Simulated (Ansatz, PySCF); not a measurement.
ClF2NbS, multiplicity 1. Atoms are numbered in the order given.

```xyz
5

Nb     0.2508    -0.0832     0.0000
S     -1.3181    -1.5369     0.0000
F      1.2657    -0.3337    -1.5359
F      1.2657    -0.3337     1.5359
Cl    -0.7043     2.0005     0.0000
```
Charge 0, spin multiplicity 1.

Geometry optimised at B3LYP-D3(BJ)/def2-SVP. The spin state was assumed, not searched. The def2 effective core potentials stand for the cores of Nb; spin–orbit coupling is left out.

Vertical ionisation energy (IE) and electron affinity (EA) in eV. Rows of orbital energies are one-electron estimates. Where ΔSCF, EOM or ADC give a negative EA the extra electron is unbound and the value depends on the basis.

```
level                                                                        IE     EA
------------------------------------------------------------------------  -----  -----
−ε(HOMO), −ε(LUMO), HF/def2-TZVP (PySCF)                                  11.14  -0.23
−ε(HOMO), −ε(LUMO), PBE/def2-TZVP (PySCF)                                   ___    ___
ΔSCF, CAM-B3LYP/def2-SVPD (Ansatz), final states of multiplicity 2 and 2  10.72   1.65
ΔSCF, PBE/def2-SVPD (Ansatz), final states of multiplicity 2 and 2        10.46   1.06
```

Fill in the missing entries. (The exact figures need the calculation; the answer reports its results.)


- −ε(HOMO), −ε(LUMO), PBE/def2-TZVP (PySCF), IE: 7.35
- −ε(HOMO), −ε(LUMO), PBE/def2-TZVP (PySCF), EA: 3.84

What vertical singlet–triplet gap does ΔSCF give with CAM-B3LYP/def2-SVPD (Ansatz, a quantum-chemistry and plane-wave program) and with PBE/def2-SVPD (Ansatz)? (The exact figures need the calculation; the answer reports its results.)

2.89 and 3.35 eV (triplet above singlet where positive).
